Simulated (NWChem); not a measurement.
Everything below was run with NWChem. System: FGeI, charge 0, spin multiplicity 1, at a geometry optimised with PBE/def2-SVP with def2 effective core potentials on I. The structure started from a generated list of species. Level: PBE0/def2-TZVPP with def2 effective core potentials on I.

Input file:

```
start mol
memory heap 200 mb stack 900 mb global 1100 mb
geometry units angstroms nocenter noautoz
  Ge    -1.023680    -1.009930     0.000000
  F      0.126862    -2.358953     0.000000
  I      0.596528     1.010346     0.000000
  symmetry group Cs
end
basis spherical
  * library def2-tzvpp
end
ecp
  I library def2-ecp
end
dft
  xc pbe0
  semidirect memsize 60000000 filesize 0
  iterations 100
end
task dft energy
```

NWChem printed:

```
             Northwest Computational Chemistry Package (NWChem) 7.3.0
             --------------------------------------------------------

                                NWChem Input Module
                                -------------------

 Scaling coordinates for geometry "geometry" by  1.889725989
 (inverse scale =  0.529177249)

 Turning off AUTOSYM since
 SYMMETRY directive was detected!

                             Geometry "geometry" -> ""
                             -------------------------

 Output coordinates in angstroms (scale by  1.889725989 to convert to a.u.)

  No.       Tag          Charge          X              Y              Z
 ---- ---------------- ---------- -------------- -------------- --------------
    1 Ge                  32.0000    -1.02368000    -1.00993000     0.00000000
    2 F                    9.0000     0.12686200    -2.35895300     0.00000000
    3 I                   53.0000     0.59652800     1.01034600     0.00000000

 Effective nuclear repulsion energy (a.u.)     506.7143158615

            Nuclear Dipole moment (a.u.)
            ----------------------------
        X                 Y               Z
 ---------------- ---------------- ----------------
    -0.0000340151     0.0000018897     0.0000000000

      Symmetry information
      --------------------

 Group name             Cs
 Group number              2
 Group order               2
 No. of unique centers     3

      Symmetry unique atoms

     1    2    3


 Summary of "ao basis" -> "" (spherical)
 ------------------------------------------------------------------------------
       Tag                 Description            Shells   Functions and Types
 ---------------- ------------------------------  ------  ---------------------
 *                         def2-tzvpp                 on all atoms

                                 NWChem DFT Module
                                 -----------------

 Summary of "ao basis" -> "ao basis" (spherical)
 ------------------------------------------------------------------------------
       Tag                 Description            Shells   Functions and Types
[...]
              MO Center=  2.0D-01,  4.8D-01, -3.8D-16, r^2= 3.6D+00
   Bfn.  Coefficient  Atom+Function         Bfn.  Coefficient  Atom+Function
  ----- ------------  ---------------      ----- ------------  ---------------
    95      0.495059  3 I  px                89     -0.404087  3 I  px
    92      0.319603  3 I  px                 6      0.267435  1 Ge s
    98      0.232839  3 I  px                 5      0.212588  1 Ge s
    16     -0.142211  1 Ge px                96     -0.101727  3 I  py
     4     -0.100417  1 Ge s                 19     -0.091842  1 Ge px

 Vector   34  Occ=0.000000D+00  E=-1.139678D-01  Symmetry=a"
              MO Center= -8.9D-01, -7.9D-01,  6.2D-15, r^2= 3.4D+00
   Bfn.  Coefficient  Atom+Function         Bfn.  Coefficient  Atom+Function
  ----- ------------  ---------------      ----- ------------  ---------------
    21      0.624972  1 Ge pz                18      0.491105  1 Ge pz
    12     -0.209545  1 Ge pz                97     -0.187389  3 I  pz
   100     -0.154741  3 I  pz                91      0.148614  3 I  pz
    56     -0.135253  2 F  pz                94     -0.124282  3 I  pz
    62     -0.121872  2 F  pz                59     -0.104799  2 F  pz

 Vector   35  Occ=0.000000D+00  E=-3.404746D-02  Symmetry=a'
              MO Center= -5.3D-01, -3.1D-01,  1.5D-15, r^2= 5.7D+00
   Bfn.  Coefficient  Atom+Function         Bfn.  Coefficient  Atom+Function
  ----- ------------  ---------------      ----- ------------  ---------------
    20      0.657136  1 Ge py                19      0.566610  1 Ge px
    85     -0.471028  3 I  s                 99      0.461074  3 I  py
     6      0.369656  1 Ge s                 98      0.363783  3 I  px
    17      0.331557  1 Ge py                16      0.270366  1 Ge px
    96      0.210417  3 I  py                 5      0.201619  1 Ge s

 Vector   36  Occ=0.000000D+00  E=-9.353946D-03  Symmetry=a'
              MO Center= -9.2D-01, -7.6D-01,  1.5D-15, r^2= 4.0D+00
   Bfn.  Coefficient  Atom+Function         Bfn.  Coefficient  Atom+Function
  ----- ------------  ---------------      ----- ------------  ---------------
    20     -0.626305  1 Ge py                19      0.598420  1 Ge px
    53     -0.383955  2 F  s                  6      0.316063  1 Ge s
    16      0.266234  1 Ge px                17     -0.238214  1 Ge py
     5      0.193095  1 Ge s                 61     -0.158449  2 F  py
    99      0.156035  3 I  py                55     -0.134509  2 F  py

 center of mass
 --------------
 x =   0.02095392 y =   0.07514379 z =   0.00000000

 moments of inertia (a.u.)
 ------------------
        1108.133842067237        -525.390031451271           0.000000000000
        -525.390031451271         438.883734846652           0.000000000000
           0.000000000000           0.000000000000        1547.017576913889

     Multipole analysis of the density
     ---------------------------------

     L   x y z        total         alpha         beta         nuclear
     -   - - -        -----         -----         ----         -------
     0   0 0 0     -0.000000    -33.000000    -33.000000     66.000000

     1   1 0 0     -0.834678     15.364521     15.364521    -31.563719
     1   0 1 0      0.070950     26.765354     26.765354    -53.459757
     1   0 0 1      0.000000      0.000000      0.000000      0.000000

     2   2 0 0    -34.993477    -93.514789    -93.514789    152.036102
     2   1 1 0      2.583767    -79.873379    -79.873379    162.330524
     2   1 0 1      0.000000      0.000000      0.000000      0.000000
     2   0 2 0    -39.168633   -212.851361   -212.851361    386.534089
     2   0 1 1      0.000000      0.000000      0.000000      0.000000
     2   0 0 2    -34.613105    -17.306552    -17.306552      0.000000

 Task  times  cpu:       10.5s     wall:       10.5s

 Total times  cpu:       10.5s     wall:       10.5s
```
